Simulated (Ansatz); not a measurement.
Basis sets compared for Mg3Cl4⁺. Total charge 1; doublet. Geometry PBE0-D4/def2-SVP. Ansatz on 4 threads of Arm Neoverse V1 on a shared host; times are rough, and most runs start from earlier orbitals.

```xyz
7

Mg   -0.470    1.328    0.400
Mg    2.671    1.478   -2.803
Mg   -2.487   -1.988    2.652
Cl    1.268    0.505   -1.274
Cl   -3.906   -2.782    4.086
Cl   -1.028   -1.041    1.160
Cl    3.952    2.501   -4.221
```

Another isomer (doublet) lies 1.58 eV lower at PBE0-D4/def2-TZVP; other spin states weren't run for this one.

```
           level  functions  energy (Eh)  HOMO (eV)  LUMO (eV)  wall time
 PBE-D4/def2-SVP        126   -2439.2084      -8.55      -7.44      3.1 s
PBE0-D4/def2-SVP        126   -2439.4222      -9.32      -6.63        6 s
```

Problem. Estimate the rows for PBE-D4/def2-TZVP (with forces), PBE0-D4/def2-TZVP.

Solution. 
```tsv
level	functions	energy (Eh)	HOMO (eV)	LUMO (eV)	wall time
PBE-D4/def2-TZVP (with forces)	244	-2440.0491	-8.56	-7.42	6.5 s
PBE0-D4/def2-TZVP	244	-2440.2561	-9.33	-6.60	11 s
```
